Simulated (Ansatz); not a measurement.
Reaction (hydrogenolysis of a C–F bond): `O[SiH2]OC(O)F` + H₂ → `OCO[SiH2]O` + H–F

Program: Ansatz. Geometries: PBE0-D4/def2-TZVP. ΔE: electronic, gas phase. CCSD(T)/CBS adds triple-zeta CCSD(T) − MP2 to the extrapolated MP2 energy (def2 sets, frozen cores). This one scheme is used for every species. Functionals use def2-TZVPP. One conformer a species, not always the lowest.

Is it downhill or uphill in electronic energy at CCSD(T)/CBS, and by how much? (An estimate is asked.)

Ansatz gave: Downhill: ΔE = -0.47 eV.

What do these levels give: PBE-D4, PBE0-D4, PBE, PBE0, MP2/CBS(def2), CCSD/CBS(def2)? (Best estimate.)

Ansatz gave: PBE-D4 -0.33, PBE0-D4 -0.38, PBE -0.34, PBE0 -0.39, MP2/CBS(def2) -0.51, CCSD/CBS(def2) -0.50 eV.

Largest T1 diagnostic among the species: 0.012.

From PBE to PBE0 (25 % exact exchange), in def2-TZVPP and without D4, ΔE moves by −0.05 eV. In def2-TZVPP, CCSD(T) changes the Hartree–Fock value by −0.05 eV (the triples alone add +0.03 eV) and MP2 by −0.09 eV.
